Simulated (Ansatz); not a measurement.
A structure relaxed at PBE0-D4/def2-TZVP, charge 0, multiplicity 1:

Cartesian coordinates in Å:
```
F 0.7309 0.5859 -2.2518
Si 1.0075 -0.1123 -0.8383
Si -0.4595 -1.9315 -0.6297
O 0.7631 0.9795 0.3378
Si -0.3053 1.8023 1.2717
H 2.4434 -0.4790 -0.8180
H -0.2567 -2.5812 0.6938
H -0.1919 -2.9272 -1.7014
H -1.8705 -1.4719 -0.7297
H 0.3384 2.0794 2.5777
H -1.5262 0.9795 1.4798
H -0.6733 3.0766 0.6080
```

Problem. Give its formula and SMILES.

Solution. FH7OSi3, `F[SiH]([SiH3])O[SiH3]`.

Problem. Summarise the bond lengths by kind.

Solution. 1 × F–Si 1.601 Å; 1 × Si–Si 2.346 Å; 2 × O–Si 1.623 to 1.640 Å; 7 × H–Si 1.482 to 1.488 Å.

Results of the Gaussian-basis code of Ansatz.
